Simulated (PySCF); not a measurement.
NO2 (SMILES [O]N=O), doublet, at a GFN2-xTB geometry; PySCF with DF-M062X/cc-pVDZ.

Input for PySCF:
```python
from pyscf import gto, scf, dft

mol = gto.M(
    atom='''
N     0.02634660   -0.00099173    0.29394606
O     0.01046225    1.10203615   -0.12685565
O    -0.03351552   -1.10116839   -0.13034716
''',
    basis='cc-pvdz',
    spin=1,
    verbose=4,
)

mf = dft.UKS(mol)
mf.xc = 'm062x'
mf = mf.density_fit(auxbasis='def2-universal-jkfit')
mf.kernel()
```

### Question
What does PySCF print? Leave out banner, timings and long lists.

### Answer

```
PySCF version 2.14.0

[INPUT] verbose = 4
[INPUT] num. atoms = 3
[INPUT] num. electrons = 23
[INPUT] charge = 0
[INPUT] spin (= nelec alpha-beta = 2S) = 1
[INPUT] symmetry False subgroup None
[INPUT] Mole.unit = angstrom
[INPUT] Symbol           X                Y                Z      unit          X                Y                Z       unit  Magmom
[INPUT]  1 N      0.026346600000  -0.000991730000   0.293946060000 AA    0.049787858313  -0.001874098090   0.555477548795 Bohr   0.0
[INPUT]  2 O      0.010462250000   1.102036150000  -0.126855650000 AA    0.019770787147   2.082546502870  -0.239722435854 Bohr   0.0
[INPUT]  3 O     -0.033515520000  -1.101168390000  -0.130347160000 AA   -0.063335153722  -2.080906674128  -0.246320433515 Bohr   0.0

nuclear repulsion = 65.5669871174681
number of shells = 15
number of NR pGTOs = 78
number of NR cGTOs = 42
basis = cc-pvdz
ecp = {}

******** <class 'pyscf.df.df_jk.DFUKS'> ********
method = DFUKS
initial guess = minao
damping factor = 0
level_shift factor = 0
DIIS = <class 'pyscf.scf.diis.CDIIS'>
diis_start_cycle = 1
diis_space = 8
diis_damp = 0
SCF conv_tol = 1e-09
SCF conv_tol_grad = None
SCF max_cycles = 50
direct_scf = False
number electrons alpha = 12  beta = 11
XC library pyscf.dft.libxc version 7.1.2
    S. Lehtola, C. Steigemann, M. J. T. Oliveira, and M. A. L. Marques,  SoftwareX 7, 1–5 (2018)
XC functionals = m062x
    Y. Zhao and D. G. Truhlar,  Theor. Chem. Acc. 120, 215 (2008)
    Y. Zhao and D. G. Truhlar,  Theor. Chem. Acc. 120, 215 (2008)
radial grids:
    Treutler-Ahlrichs [JCP 102, 346 (1995); DOI:10.1063/1.469408] (M4) radial grids

becke partition: Becke, JCP 88, 2547 (1988); DOI:10.1063/1.454033
pruning grids: <function nwchem_prune>
grids dens level: 3
symmetrized grids: False
atomic radii adjust function: <function treutler_atomic_radii_adjust>
small_rho_cutoff = 0
Set gradient conv threshold to 3.16228e-05
tot grids = 42072
******** <class 'pyscf.df.df.DF'> ********
auxbasis = def2-universal-jkfit
init E= -205.651154816145

cycle= 1 E= -204.842418432264  delta_E= 0.809  |g|= 0.674  |ddm|= 1.69
cycle= 2 E= -204.659039820828  delta_E= 0.183  |g|= 1.02  |ddm|= 0.899
cycle= 3 E= -205.010326490941  delta_E= -0.351  |g|= 0.0267  |ddm|= 0.529
cycle= 4 E= -205.010660988058  delta_E= -0.000334  |g|= 0.0102  |ddm|= 0.0324
cycle= 5 E= -205.010710544667  delta_E= -4.96e-05  |g|= 0.00241  |ddm|= 0.0138
cycle= 6 E= -205.010715126965  delta_E= -4.58e-06  |g|= 0.000575  |ddm|= 0.00453
cycle= 7 E= -205.010715478153  delta_E= -3.51e-07  |g|= 0.000143  |ddm|= 0.00162
cycle= 8 E= -205.010715486438  delta_E= -8.29e-09  |g|= 0.000151  |ddm|= 0.00024
cycle= 9 E= -205.010715495148  delta_E= -8.71e-09  |g|= 4.32e-05  |ddm|= 0.000123
cycle= 10 E= -205.010715496284  delta_E= -1.14e-09  |g|= 6.66e-06  |ddm|= 4.65e-05
cycle= 11 E= -205.010715496356  delta_E= -7.21e-11  |g|= 3.51e-06  |ddm|= 1.28e-05
Extra cycle  E= -205.010715496367  delta_E= -1.1e-11  |g|= 3.97e-06  |ddm|= 5.99e-06
converged SCF energy = -205.010715496367  <S^2> = 0.75426126  2S+1 = 2.0042567
```
